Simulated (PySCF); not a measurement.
Correlation energy of Co²⁺ (cobalt, charge +2)

[Ar] 3d6 4s1, high-spin 6D determinant (an excited configuration). Calculation: PySCF 2.14, in x2c-TZVPPall (6s5p4d2f1g, 64 functions); scalar relativity by spin-free X2C-1e. Frozen: [Ne]; 15 electrons correlated.

| level | correlation energy (mhartree) |
| --- | --- |
| CCSD | -451.73 |
| (T) | -7.13 |
| CCSD(T) | -458.86 |

Diagnostics: T1 = 0.0064, D1 = 0.0191, largest double amplitude 0.022.

Cost of the coupled-cluster step: about 19 core-seconds, for 15 correlated electrons.

Iterations:

```
CC2 = 0
CCSD nocc = (np.int64(10), np.int64(5)), nmo = (59, 59)
frozen orbitals [[0, 1, 2, 3, 4], [0, 1, 2, 3, 4]]
max_cycle = 100
direct = 0
conv_tol = 1e-08
conv_tol_normt = 1e-06
diis_space = 8
diis_start_cycle = 0
Init t2, MP2 energy = -0.451579324914569
Init E_corr(UCCSD) = -0.451579324924376
cycle = 1  E_corr(UCCSD) = -0.445189340543557  dE = 0.00638998438  norm(t1,t2) = 0.0406336
cycle = 2  E_corr(UCCSD) = -0.451425210076396  dE = -0.00623586953  norm(t1,t2) = 0.00976222
cycle = 3  E_corr(UCCSD) = -0.45132156349815  dE = 0.000103646578  norm(t1,t2) = 0.004158
cycle = 4  E_corr(UCCSD) = -0.45174497397685  dE = -0.000423410479  norm(t1,t2) = 0.00167475
cycle = 5  E_corr(UCCSD) = -0.451732887577839  dE = 1.2086399e-05  norm(t1,t2) = 0.000448226
cycle = 6  E_corr(UCCSD) = -0.451720282123921  dE = 1.26054539e-05  norm(t1,t2) = 0.000131516
cycle = 7  E_corr(UCCSD) = -0.451726387367788  dE = -6.10524387e-06  norm(t1,t2) = 3.66876e-05
cycle = 8  E_corr(UCCSD) = -0.451727146109652  dE = -7.58741865e-07  norm(t1,t2) = 1.00548e-05
cycle = 9  E_corr(UCCSD) = -0.451726425046677  dE = 7.21062976e-07  norm(t1,t2) = 2.96667e-06
cycle = 10  E_corr(UCCSD) = -0.451726441879189  dE = -1.68325129e-08  norm(t1,t2) = 8.64201e-07
cycle = 11  E_corr(UCCSD) = -0.451726484538363  dE = -4.2659173e-08  norm(t1,t2) = 3.3083e-07
cycle = 12  E_corr(UCCSD) = -0.451726472863914  dE = 1.16744486e-08  norm(t1,t2) = 6.57145e-08
cycle = 13  E_corr(UCCSD) = -0.451726473124001  dE = -2.60087563e-10  norm(t1,t2) = 1.73858e-08
UCCSD converged
E(UCCSD) = -1391.331755756806  E_corr = -0.4517264731240014
UCCSD(T) correction = -0.00713096889025432
```

This basis was not built for core-valence correlation, so the inner-shell part is incomplete.
